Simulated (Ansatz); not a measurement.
Here is a job for Ansatz (an electronic-structure program).
Ansatz 0.2 input:
```yaml
crystal:
  periodic: [false, false, false]
  atoms:
    - {symbol: Sb, position_ang: [0.00000000, 0.00000000, 0.00000000]}
basis:
  gaussian:
    orbitals: def2-SVP
hamiltonian:
  xc: hf
magnetization: {spin_polarized: true, initial_magnetization: 3}
```

Question: What does this run give for the <S^2>, total energy, number of basis functions?

Answer: 
```yaml
"<S^2>": 3.752
total_energy: -239.2733 Eh
number_of_basis_functions: 26
```
